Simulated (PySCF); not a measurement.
ClF3Zr, multiplicity 1. Atoms are numbered in the order given.

```xyz
5

Zr     0.0000     0.0000    -0.2664
F     -1.5408     0.8896    -0.9177
F      1.5408     0.8896    -0.9177
F      0.0000    -1.7792    -0.9177
Cl     0.0000     0.0000     2.0844
```

The structure is a stationary point at r2SCAN-D4/def2-SVP. The spin state was assumed, not searched. The def2 effective core potentials stand for the cores of Zr; spin–orbit coupling is left out.

Level of theory: TDA-LC-ωPBE/def2-SVPD run with PySCF.

Vertical excitations; the highest root listed may be one member of a degenerate set. Isolated molecule, no solvent. State labels are in the subgroup Cs.

### Question
Estimate the UV-visible absorptions. (Estimate from the structure and the level; the computed values follow.)

### Answer

```
state  symmetry  energy (eV)  λ (nm)      f                                                                    main pairs
-----  --------  -----------  ------  -----  ----------------------------------------------------------------------------
S1           A"         7.22     172  0.000                                            HOMO→LUMO 48 %, HOMO−1→LUMO+1 48 %
S2           A"         7.30     170  0.001                                     HOMO−1→LUMO+1, HOMO→LUMO (degenerate set)
S3           A'         7.30     170  0.001                                     HOMO−1→LUMO, HOMO→LUMO+1 (degenerate set)
S4           A'         8.00     155  0.092                        HOMO→LUMO+1 39 %, HOMO−1→LUMO 39 %, HOMO−2→LUMO+3 17 %
S5           A"         8.09     153  0.002                                                  HOMO−2→LUMO (degenerate set)
S6           A'         8.09     153  0.002                                                HOMO−2→LUMO+1 (degenerate set)
S7           A'         8.31     149  0.015                                                  HOMO→LUMO+3 (degenerate set)
S8           A"         8.31     149  0.015                                                HOMO−1→LUMO+3 (degenerate set)
S9           A"         8.93     139  0.000    HOMO→LUMO+5 31 %, HOMO−1→LUMO+4 31 %, HOMO→LUMO+8 16 %, HOMO−1→LUMO+7 16 %
S10          A'         8.96     138  0.003  HOMO−1→LUMO+5 25 %, HOMO→LUMO+4 25 %, HOMO−2→LUMO+3 16 %, HOMO−1→LUMO+8 14 %
T1           A'         6.81     182      0                                            HOMO→LUMO+1 46 %, HOMO−1→LUMO 46 %
T2           A'         6.99     177      0                                     HOMO−1→LUMO, HOMO→LUMO+1 (degenerate set)
T3           A"         6.99     177      0                                     HOMO→LUMO, HOMO−1→LUMO+1 (degenerate set)
T4           A"         7.21     172      0                                            HOMO−1→LUMO+1 48 %, HOMO→LUMO 48 %
```
Triplets are in the Tamm–Dancoff approximation.
